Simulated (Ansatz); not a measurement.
Basis-set extrapolation for C$_{2}$H$_{7}$AlBNO (PBE0-D4/def2-TZVP geometry, frozen core, Ansatz). Multiplicity 1, RHF reference.

```json
{"": "HF", "def2-TZVPP": "-475.801510", "def2-QZVPP": "-475.819945"}
{"": "MP2 correlation", "def2-TZVPP": "-0.983694", "def2-QZVPP": "-1.051299"}
{"": "CCSD(T) correlation", "def2-TZVPP": "-1.061991", "def2-QZVPP": "not run"}
```

Energies in hartree. Use E(X) = E(∞) + A·exp(−7.88·√X) for Hartree–Fock and E(X) = E(∞) + B·X^(−2.97) for correlation, with X = 3 and 4, and add CCSD(T) minus MP2 of the smaller set to the MP2 limit.

**Question.** What is the CCSD(T) energy at the basis-set limit?

**Answer.** HF limit: -475.819945 + (-0.018435) × 0.13774 = -475.82248. MP2 limit: -1.051299 + (-0.067605) × 0.74074 = -1.10138. Higher-order term: -1.061991 − (-0.983694) = -0.07830. Total: -477.00216 hartree, 3.77 eV below CCSD(T)/def2-TZVPP.
